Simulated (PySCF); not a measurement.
Excitations are Tamm–Dancoff values on a coarser integration grid. The basis has no diffuse functions, so Rydberg states are missing or too high.

C₂HNO, SMILES `N#CC=O` (charge 0, multiplicity 1)

All values below come from TPSSh-D3(BJ)/def2-TZVP // PBE0-D3(BJ)/def2-TZVP run with PySCF.

```yaml
HOMO: -8.28 eV
dipole_moment: 2.39 D
LUMO: -3.57 eV
HOMO–LUMO gap: 4.71 eV
S1 excitation (TDA): 3.86 eV
S1 oscillator strength: 0.000
brightest of the four lowest singlets (TDA): 6.63 eV
T1 excitation (TDA): 3.16 eV
S1–T1 gap (TDA): 0.70 eV
total_energy: -206.8263 Ha
cost: very roughly 60 core-seconds
```

```xyz
5

N      2.0162     0.0478    -0.0598
C      0.8665     0.0449    -0.0254
C     -0.5978    -0.0161     0.0178
O     -1.2798     0.9644     0.0440
H     -1.0051    -1.0410     0.0234
```
